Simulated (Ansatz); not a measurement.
Calculated with Ansatz (gas phase, PBE0-D4/def2-TZVP geometries, no zero-point term in ΔE). CBS: MP2 limit from def2 TZ/QZ plus the TZ coupled-cluster correction, frozen cores. DFT in def2-TZVPP. Each species was taken in one conformer, which may not be the lowest.

`BSC#C` + `C[SiH2][B](C)[AlH2]` → `C#CSB[SiH2]C` + `C[BH][AlH2]`  (redistribution)

```
              species  ωB97X-V energy (Eh)
              `BSC#C`           -500.92864
`C[SiH2][B](C)[AlH2]`           -638.89877
       `C#CSB[SiH2]C`           -830.91690
        `C[BH][AlH2]`           -308.91213
```

**Question.** Work out ΔE.

**Answer.** ΔE = (-830.91690) + (-308.91213) − (-500.92864) − (-638.89877) = -0.00162 Eh = -0.04 eV. CCSD(T)/CBS gives -0.06 eV.

Largest T1 diagnostic among the species: 0.014.

In def2-TZVPP, CCSD(T) changes the Hartree–Fock value by −0.06 eV (the triples alone add −0.02 eV) and MP2 by −0.13 eV. The D4 term adds −0.05 eV with B3LYP and −0.03 eV with PBE0; it sums over pairs of atoms, weighted by their polarisabilities, and B3LYP, whose exchange is more repulsive, gets the larger term.

B3LYP here is the variant with VWN-RPA as its local correlation; programs differ in this.
